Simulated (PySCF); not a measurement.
Species: H₅OSbSi.
Bonds: O1–Si2, Si2–Sb3. Hydrogens: H4 on O1; H5, H6 on Si2; H7, H8 on Sb3.

Computed by this run: PBE0-D3(BJ)/def2-SVP geometry optimisation, gas phase, def2 core potentials past Kr in PySCF; density fitting, grid level 1; the optimiser is geomeTRIC in internal coordinates, started from a GFN2-xTB structure with every atom displaced at random (about 0.01 Å).

At the end of the run (lengths in Å): Si2–Sb3 2.591, O1–Si2 1.670, Si2–H5 1.490, Si2–H6 1.498, Sb3–H8 1.718, Sb3–H7 1.720, O1–H4 0.962, Si2–O1–H4 116.2°, O1–Si2–H5 106.0°, O1–Si2–Sb3 110.9°, H7–Sb3–H8 90.9°, H4–O1–Si2–Sb3 66°, H7–Sb3–Si2–O1 -73°.

**Question.** These geometries were met on the way; a selection of coordinates is given. Order them by energy above the end point, lowest first.
A. Si2–Sb3 2.520, O1–Si2 1.601, Si2–H5 1.450, Si2–H6 1.461, Sb3–H8 1.693, Sb3–H7 1.699, O1–H4 0.981, Si2–O1–H4 121.2°, O1–Si2–H5 100.7°, O1–Si2–Sb3 106.6°, H7–Sb3–H8 87.8°, H4–O1–Si2–Sb3 63°, H7–Sb3–Si2–O1 -78°
B. Si2–Sb3 2.594, O1–Si2 1.694, Si2–H5 1.492, Si2–H6 1.499, Sb3–H8 1.733, Sb3–H7 1.735, O1–H4 0.956, Si2–O1–H4 110.0°, O1–Si2–H5 108.5°, O1–Si2–Sb3 108.6°, H7–Sb3–H8 90.5°, H4–O1–Si2–Sb3 71°, H7–Sb3–Si2–O1 -73°
C. Si2–Sb3 2.589, O1–Si2 1.684, Si2–H5 1.489, Si2–H6 1.498, Sb3–H8 1.712, Sb3–H7 1.715, O1–H4 0.965, Si2–O1–H4 112.6°, O1–Si2–H5 106.7°, O1–Si2–Sb3 109.1°, H7–Sb3–H8 90.8°, H4–O1–Si2–Sb3 71°, H7–Sb3–Si2–O1 -73°

**Answer.** C (0.008 eV), B (0.029 eV), A (0.232 eV).

| step | E above end (eV) | rms distance from the end, all atoms (Å) | largest force (eV/Å) | rms shift of all bonds from the end (Å) |
| --- | --- | --- | --- | --- |
| 2 | 0.008 | 0.036 | 0.371 | 0.006 |
| 1 | 0.029 | 0.051 | 0.910 | 0.012 |
| 0 | 0.232 | 0.100 | 3.573 | 0.045 |

Rows stand in the order of the answer.
